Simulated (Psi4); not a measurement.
B$_{2}$F$_{3}$ (SMILES F[B]B(F)F), doublet, geometry from GFN2-xTB.

Input for Psi4:
```
memory 2 GB

molecule mol {
0 2
F     2.288008   -0.251312   -0.037840
B     1.014821   -0.125523    0.086145
B    -0.536573    0.058266    0.013782
F    -1.153281    1.246682    0.141706
F    -1.400421   -0.958005   -0.159381
}

set {
  basis cc-pvdz
  reference uks
  scf_type pk
  puream true
  d_convergence 1e-8
  dft_radial_points 99
  dft_spherical_points 590
}

energy('b3lyp')
print_variables()
```

Question: What does this run give for the <S^2>, dipole moment, nuclear repulsion energy, total energy, number of basis functions?

Answer: 
| Property | Result |
|---|---|
| <S^2> | 0.752 |
| dipole moment | 2.15 D |
| nuclear repulsion energy | 131.2913 Eh |
| total energy | -349.3256 Eh |
| number of basis functions | 70 |

These values belong to the state on which the SCF converged, which isn't shown to be the lowest.

Question: Roughly what does it cost on one core?

Answer: around 20 core-seconds (rough).
